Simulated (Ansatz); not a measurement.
Isolated molecules relaxed with PBE0-D4/def2-TZVP in Ansatz; ΔE leaves out vibrations. CCSD(T)/CBS is the MP2 limit (def2-TZVPP, def2-QZVPP) plus CCSD(T) − MP2 in def2-TZVPP, frozen cores. DFT in def2-TZVPP. One conformer a species, not always the lowest.

`C[N]([SiH3])[AlH][F]` → `[CH3][Al]([NH2])[SiH2]F`  (isomerisation)

```tsv
level	ΔE (eV)
PBE-D4	0.13
MP2/def2-TZVPP	0.42
HF/def2-QZVPP	0.42
MP2/CBS(def2)	0.38
```

What does CCSD(T)/CBS give? (An estimate is asked.)

The calculation gave: +0.31 eV. The listed levels differ from it by -0.18, 0.11, 0.11, 0.07 eV.

Largest T1 diagnostic among the species: 0.012.

From PBE to PBE0 (25 % exact exchange), in def2-TZVPP and without D4, ΔE moves by +0.06 eV. The D4 term adds +0.08 eV with B3LYP and +0.04 eV with PBE0; it sums over pairs of atoms, weighted by their polarisabilities, and B3LYP, whose exchange is more repulsive, gets the larger term.

B3LYP here is the variant with VWN-RPA as its local correlation; programs differ in this.
